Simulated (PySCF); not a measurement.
**Br²⁺ (bromine, charge +2) across methods**

[Ar] 3d10 4s2 4p3, high-spin 4S determinant. Computed with PySCF 2.14 in aug-cc-pVTZ-PP with ECP10MDF (6s5p4d2f, 55 functions), with scalar relativity through the core potential.

| method | E (hartree) | mean ε 4s α (eV) | mean ε 4s β (eV) | mean ε 4p α (eV) | Σ⟨r²⟩ (bohr²) | ⟨S²⟩ |
| --- | --- | --- | --- | --- | --- | --- |
| PBE0 | -415.5645 | -45.727 | -41.052 | -31.020 | 24.54 | 3.750 |
| LDA | -414.9850 | -43.113 | -40.303 | -29.366 | 24.57 | 3.750 |
| PW91 | -415.7248 | -43.072 | -39.875 | -29.407 | 24.57 | 3.750 |
| MN15 | -416.0657 | -45.830 | -41.376 | -31.451 | 24.79 | 3.750 |
| M06-L | -415.6389 | -43.938 | -39.658 | -29.787 | 24.37 | 3.751 |
| M06-2X | -415.7859 | -47.652 | -41.042 | -32.183 | 24.67 | 3.752 |
| UHF | -414.35448 | -53.002 | -43.395 | -35.192 | 24.68 | 3.751 |
| PBE | -415.5895 | -42.983 | -39.756 | -29.348 | 24.58 | 3.750 |

**Question.** Estimate the same row for r2SCAN.

**Answer.** E (hartree) = -415.4648; mean ε 4s α (eV) = -44.231; mean ε 4s β (eV) = -39.861; mean ε 4p α (eV) = -29.993; Σ⟨r²⟩ (bohr²) = 24.45; ⟨S²⟩ = 3.750.

Energies and moments cover only the electrons outside the core potential.
